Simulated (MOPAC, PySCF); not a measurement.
C3H4S, SMILES `CC#CS`, neutral singlet in the gas phase. 

Cartesian coordinates (Å):
SMILES: CC#CS
```xyz
8

C     -1.4926     0.0376     0.0664
C     -0.0511    -0.1282    -0.0107
C      1.1459    -0.2528    -0.0748
S      2.7975    -0.5845    -0.1826
H     -2.0002    -0.7064    -0.5517
H     -1.8571    -0.0682     1.0907
H     -1.7878     1.0244    -0.2973
H      3.2427     0.6795    -0.0433
```
Charge 0, spin multiplicity 1.

All levels are single points at this geometry (B3LYP-D3(BJ)/def2-TZVP); Pople sets use spherical d functions. Orbital energies aren't observables, and empty levels follow the basis.

AM1 in MOPAC gives gap (eV) = 9.33.

Problem. Estimate the gap (eV) from each of these levels: B3LYP-D3(BJ)/def2-TZVP in PySCF; B3LYP/3-21G in PySCF; B3LYP/6-311+G** in PySCF; SVWN5/6-31G* in PySCF; PM6 in MOPAC.

Solution. 
| level | gap (eV) |
|---|---|
| B3LYP-D3(BJ)/def2-TZVP in PySCF | 6.06 |
| B3LYP/3-21G in PySCF | 6.62 |
| B3LYP/6-311+G** in PySCF | 5.86 |
| SVWN5/6-31G* in PySCF | 4.52 |
| PM6 in MOPAC | 9.17 |
